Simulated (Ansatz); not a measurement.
Reaction (redistribution): `[CH3][GeH]([NH2])[Cl]` + `SBS` → `[CH3][GeH]([NH2])[SH]` + `SBCl`

Program: Ansatz. Geometries: PBE0-D4/def2-TZVP. ΔE: electronic, gas phase. CCSD(T)/CBS adds triple-zeta CCSD(T) − MP2 to the extrapolated MP2 energy (def2 sets, frozen cores). This one scheme is used for every species. DFT in def2-TZVPP. B3LYP here is the variant with VWN-RPA as its local correlation; programs differ in this. For Ge outer-core shells are correlated without core-valence functions, which leaves a few kJ/mol of doubt a bond. Scalar relativity is left out up to krypton. Each species was taken in one conformer, which may not be the lowest.

```csv
level,ΔE (kJ/mol),difference from CCSD(T)/CBS
PBE-D4,36.2,2.7
r2SCAN-D4,37.9,4.4
PBE0-D4,36.3,2.8
B3LYP-D4,36.6,3.1
ωB97X-V,36.6,3.1
ωB97M-V,35.3,1.8
B2PLYP,36.2,2.7
PBE,36.6,3.1
PBE0,36.7,3.2
B3LYP,37.2,3.7
HF/def2-TZVPP,38.7,5.2
SCS-MP2/def2-TZVPP,34.1,0.6
CCSD/def2-TZVPP,33.9,0.4
HF/def2-QZVPP,38.6,5.1
MP2/def2-QZVPP,33.4,-0.1
MP2/CBS(def2),33.4,-0.1
CCSD(T)/CBS,33.5,0
```

Largest T1 diagnostic among the species: 0.014.

In def2-TZVPP, CCSD(T) changes the Hartree–Fock value by −5.0 kJ/mol (the triples alone add −0.3 kJ/mol) and MP2 by −5.1 kJ/mol.
